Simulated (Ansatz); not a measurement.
Consider the cleavage of the Si–Si bond: `N[SiH2][Si](N)(O)O` + `BO` → `BO[SiH2]N` + `N[SiH](O)O`.

Program: Ansatz. Geometries: PBE0-D4/def2-TZVP. ΔE: electronic, gas phase. CBS: MP2 limit from def2 TZ/QZ plus the TZ coupled-cluster correction, frozen cores. This one scheme is used for every species. DFT in def2-TZVPP. One conformer a species, not always the lowest.

```tsv
species	PBE0-D4 energy (Eh)
`N[SiH2][Si](N)(O)O`	-843.53786
`BO`	-101.82921
`BO[SiH2]N`	-447.80234
`N[SiH](O)O`	-497.60351
```

**Question.** Work out ΔE.

**Answer.** ΔE = (-447.80234) + (-497.60351) − (-843.53786) − (-101.82921) = -0.03878 Eh = -24.3 kcal/mol. CCSD(T)/CBS gives -28.9 kcal/mol.

Largest T1 diagnostic among the species: 0.014.

The D4 term adds +1.8 kcal/mol with B3LYP and +1.1 kcal/mol with PBE0; it sums over pairs of atoms, weighted by their polarisabilities, and B3LYP, whose exchange is more repulsive, gets the larger term. From PBE to PBE0 (25 % exact exchange), in def2-TZVPP and without D4, ΔE moves by −2.3 kcal/mol. In def2-TZVPP, CCSD(T) changes the Hartree–Fock value by +6.9 kcal/mol (the triples alone add +1.0 kcal/mol) and MP2 by +5.2 kcal/mol.

B3LYP here is the variant with VWN-RPA as its local correlation; programs differ in this.
